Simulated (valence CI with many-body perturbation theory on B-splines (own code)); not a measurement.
**E1 transitions of Tb XXXV**

Computed by configuration interaction combined with many-body perturbation theory (CI+MBPT): three valence electrons over a frozen Dirac-Fock core [Ar] 3d10, radial functions for each j: 11 s, 11 p, 9 d, 7 f, 5 g, 2 h, 1 i, with the one-electron correlation potential Σ1, the two-electron term Σ2, the three-electron term Σ3, Breit, model QED; selected CI, second order for the rest (own B-spline code, finite nucleus).

No measured spectrum was set against this ion. As an estimate, large intervals hold to a few tenths of a per cent, small ones and those within an open d or f shell to about a per cent.

Lines 201 to 250 of 273 in falling wavelength, among levels below 411.08 eV, chosen from the strongest by gf and those to the six lowest levels. Wavelengths and rates use the calculated energies. Electric multipoles are in the length gauge, E1 and E2 with the static RPA response of the core. Weak lines are less certain than strong ones. Lines between different terms over intervals too small for the method are left out, as are lines whose strength nearly cancels. Where a level lies close to another of its J and parity, the split of strength between their lines is uncertain. The highest levels of a list are the least certain.

Levels are named by their leading jj configuration (3d3/2^4 stands for four electrons in 3d with j = 3/2), which in mixed levels can hold well under half, so a name can repeat and another be missing. Letters in brackets count levels of one name in rising energy.

```csv
λ vac (nm),Upper,Lower,A (s⁻¹),log gf,Branch %
6.972,(4p1/2 4p3/2 4d5/2) J=5/2 [a],(4p1/2^2 4p3/2) J=3/2,4.19e+10,-0.74,14.0
6.964,(4s 4p1/2 4d3/2) J=3/2 [b],(4s 4p1/2^2) J=1/2,4.14e+11,0.08,81.5
6.956,(4s 4p3/2 4d3/2) J=3/2 [a],(4s 4p1/2 4p3/2) J=3/2 [a],3.43e+11,0.00,77.9
6.953,(4s 4p3/2 4d3/2) J=1/2 [b],(4s 4p1/2 4p3/2) J=1/2,3.87e+11,-0.25,52.1
6.948,(4p1/2 4p3/2 4d5/2) J=3/2 [a],(4p1/2^2 4p3/2) J=3/2,1.77e+11,-0.29,35.4
6.947,(4s 4p3/2 4d3/2) J=5/2 [a],(4s 4p1/2 4p3/2) J=3/2 [a],2.14e+11,-0.03,40.9
6.941,(4s 4p3/2 4d3/2) J=1/2 [a],(4s 4p1/2 4p3/2) J=3/2 [a],4.20e+11,-0.22,96.9
6.839,(4s 4p3/2 4d3/2) J=1/2 [b],(4s 4p1/2 4p3/2) J=3/2 [b],1.93e+10,-1.57,2.6
6.825,(4s 4p3/2^2) J=1/2,(4s^2 4p1/2) J=1/2,4.20e+09,-2.23,2.0
6.809,(4s 4p3/2 4d3/2) J=3/2 [b],(4s 4p1/2 4p3/2) J=5/2,2.48e+07,-4.16,0.0
6.770,(4s 4p3/2 4d5/2) J=5/2 [a],(4s 4p1/2 4p3/2) J=5/2,1.86e+09,-2.11,0.7
6.739,(4p3/2^3) J=3/2 [a],(4s 4p1/2 4p3/2) J=3/2 [a],1.28e+10,-1.46,6.0
6.703,(4s 4p3/2 4d3/2) J=5/2 [b],(4s 4p1/2 4p3/2) J=5/2,1.89e+09,-2.12,0.4
6.701,(4p1/2 4p3/2^2) J=1/2,(4s 4p1/2^2) J=1/2,5.45e+09,-2.13,2.0
6.638,(4s 4p3/2^2) J=3/2,(4s^2 4p1/2) J=1/2,9.95e+10,-0.58,19.3
6.571,(4s 4p3/2 4d3/2) J=3/2 [b],(4s 4p1/2 4p3/2) J=3/2 [a],1.38e+08,-3.45,0.0
6.548,(4s 4p3/2 4d5/2) J=1/2,(4s 4p1/2 4p3/2) J=3/2 [b],1.56e+10,-1.70,3.9
6.543,(4s 4p3/2 4d5/2) J=7/2 [a],(4s 4p1/2 4p3/2) J=5/2,3.57e+10,-0.74,9.5
6.535,(4s 4p3/2 4d5/2) J=5/2 [a],(4s 4p1/2 4p3/2) J=3/2 [a],1.99e+08,-3.12,0.1
6.525,(4s 4p3/2 4d5/2) J=7/2 [b],(4s 4p1/2 4p3/2) J=5/2,5.78e+10,-0.53,39.6
6.473,(4s 4p3/2 4d3/2) J=5/2 [b],(4s 4p1/2 4p3/2) J=3/2 [a],5.55e+08,-2.68,0.1
6.450,(4p3/2^3) J=3/2 [b],(4s 4p1/2 4p3/2) J=1/2,5.46e+10,-0.87,6.7
6.449,(4s 4p3/2 4d5/2) J=5/2 [b],(4s 4p1/2 4p3/2) J=3/2 [b],4.48e+10,-0.78,6.4
6.445,(4s 4p3/2 4d5/2) J=3/2,(4s 4p1/2 4p3/2) J=3/2 [b],5.31e+06,-4.88,0.0
6.352,(4p3/2^3) J=3/2 [b],(4s 4p1/2 4p3/2) J=3/2 [b],2.97e+10,-1.14,3.6
6.336,(4s 4p1/2 4d5/2) J=3/2,(4s 4p1/2^2) J=1/2,8.79e+10,-0.67,16.5
6.274,(4s 4p3/2 4d3/2) J=1/2 [b],(4s 4p1/2 4p3/2) J=3/2 [a],5.42e+08,-3.19,0.1
6.146,(4s^2 4f5/2) J=5/2,(4s 4p1/2 4p3/2) J=3/2 [b],3.00e+10,-0.99,4.4
6.138,(4s 4p3/2 4d5/2) J=5/2 [b],(4s 4p1/2 4p3/2) J=5/2,6.63e+09,-1.65,0.9
6.134,(4s 4p3/2 4d5/2) J=3/2,(4s 4p1/2 4p3/2) J=5/2,1.24e+09,-2.55,0.2
6.102,(4s 4p1/2 4f7/2) J=5/2,(4p1/2^2 4p3/2) J=3/2,5.10e+10,-0.77,8.8
6.050,(4p3/2^3) J=3/2 [b],(4s 4p1/2 4p3/2) J=5/2,2.12e+09,-2.33,0.3
6.029,(4s 4p3/2 4d5/2) J=1/2,(4s 4p1/2 4p3/2) J=3/2 [a],2.02e+09,-2.66,0.5
5.944,(4s 4p3/2 4d5/2) J=5/2 [b],(4s 4p1/2 4p3/2) J=3/2 [a],2.39e+09,-2.12,0.3
5.941,(4s 4p3/2 4d5/2) J=3/2,(4s 4p1/2 4p3/2) J=3/2 [a],2.08e+09,-2.36,0.4
5.864,(4s^2 4f5/2) J=5/2,(4s 4p1/2 4p3/2) J=5/2,1.72e+09,-2.27,0.3
5.861,(4p3/2^3) J=3/2 [b],(4s 4p1/2 4p3/2) J=3/2 [a],3.28e+09,-2.17,0.4
5.857,(4s^2 4f7/2) J=7/2,(4s 4p1/2 4p3/2) J=5/2,1.10e+10,-1.35,2.0
5.709,(4s 4p3/2 4d3/2) J=3/2 [a],(4s 4p1/2^2) J=1/2,4.63e+08,-3.04,0.1
5.699,(4s 4p3/2 4d3/2) J=1/2 [a],(4s 4p1/2^2) J=1/2,9.29e+06,-5.04,0.0
5.686,(4s^2 4f5/2) J=5/2,(4s 4p1/2 4p3/2) J=3/2 [a],3.17e+09,-2.03,0.5
5.562,(4p3/2^3) J=3/2 [a],(4s 4p1/2^2) J=1/2,1.40e+08,-3.58,0.1
5.447,(4s 4p3/2 4d3/2) J=3/2 [b],(4s 4p1/2^2) J=1/2,9.94e+08,-2.75,0.2
5.241,(4s 4p3/2 4d3/2) J=1/2 [b],(4s 4p1/2^2) J=1/2,1.69e+08,-3.86,0.0
5.069,(4s 4p3/2 4d5/2) J=1/2,(4s 4p1/2^2) J=1/2,2.47e+09,-2.72,0.6
5.007,(4s 4p3/2 4d5/2) J=3/2,(4s 4p1/2^2) J=1/2,7.69e+08,-2.94,0.1
4.950,(4p3/2^3) J=3/2 [b],(4s 4p1/2^2) J=1/2,3.88e+08,-3.24,0.0
4.479,(4p1/2^2 4d3/2) J=3/2,(4s^2 4p3/2) J=3/2,4.17e+06,-5.30,0.0
4.263,(4p1/2^2 4d5/2) J=5/2,(4s^2 4p3/2) J=3/2,1.69e+07,-4.56,0.0
3.913,(4p1/2 4p3/2 4d3/2) J=5/2 [a],(4s^2 4p3/2) J=3/2,1.37e+06,-5.73,0.0
```
